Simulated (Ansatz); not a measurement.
A search over several starts for the lowest SCF solution of the cluster ZrSe2⁺ at the given spin, in a small basis.

```yaml
crystal:
  periodic: [false, false, false]
  atoms:
    - {symbol: Zr, position_ang: [1.026453, -0.829943, 0.836405]}
    - {symbol: Se, position_ang: [-0.589400, 1.166248, 0.420745]}
    - {symbol: Se, position_ang: [-0.437053, -0.336295, -1.257150]}
basis:
  gaussian: {orbitals: def2-SVP, initial_orbitals: start.molden}
total_charge: 1
magnetization: {spin_polarized: true, initial_magnetization: 3}
hamiltonian: {xc: pbe0, dispersion: d4}
output: {orbitals: {seedname: orbitals}}
```

The file start.molden holds the orbitals of an earlier run on this structure, at another level or in another basis.

```sh
$ ansatz run in.yaml --threads 4 --pin off --events-out ev --progress --plain --max-ram 3916MiB
```

It prints (some lines left out):

```
Functional definition: PBE0
944 factors; integrals over basis functions are off by at most 7.3e-4 eV
mean field evaluation 1: about -131940.3698 eV, gradient 5.1e0 eV
mean field evaluation 2: about -131940.4205 eV, gradient 5.6e-2 eV
mean field evaluation 4: about -131940.4388 eV, gradient 1.1e-4 eV
mean field evaluation 8: about -131940.4388 eV, gradient 1.7e-5 eV
mean field evaluation 16: about -131940.0458 eV, gradient 7.1e0 eV
mean field evaluation 32: about -131940.4388 eV, gradient 7.0e-5 eV
mean field evaluation 64: about -131939.4393 eV, gradient 6.6e-1 eV
mean field -131940.43879997 eV, -4848.7216934574 hartree, gradient 1.6e-6 eV, S^2 3.756458; 6 other end points of the search recorded, 0 dependent functions left out
reference -131940.43883612 eV, -4848.7216947858 hartree; 41, 38 occupied and 54, 57 virtual orbitals, 944 factors
Total energy: -131940.54380706 eV, -4848.7255523968 hartree
```

Hardware: 4 threads of Intel Xeon Platinum 8559C on a shared host. Wall time 4.8 s.

In the def2 sets Zr takes a core potential; there is no spin–orbit coupling. At PBE0-D4/def2-TZVP a doublet of charge 1 lies 1.00 eV below the quartet, each at its own geometry. The structure comes from a short search, and lower isomers may exist.
